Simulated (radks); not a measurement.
Q: C2+, configuration [He] 2s2. All-electron calculation, scalar-relativistic Kohn-Sham, PBE, spin-polarised, spherical densities, point nucleus; hard spherical wall at 12 bohr. Program: a radial shooting solver on a logarithmic mesh with Libxc functionals. Some entries of the table are withheld. Estimate them.

orbital  occ.  eigenvalue (eV)  r(max) (bohr)
1s          2        -308.5431            (1)
2s          2              (2)            (3)
2p          0              (4)            (5)

A: 
(1) 1s r(max) (bohr): 0.1739
(2) 2s eigenvalue (eV): -40.3789
(3) 2s r(max) (bohr): 1.125
(4) 2p eigenvalue (eV): -31.7652
(5) 2p r(max) (bohr): 1.024
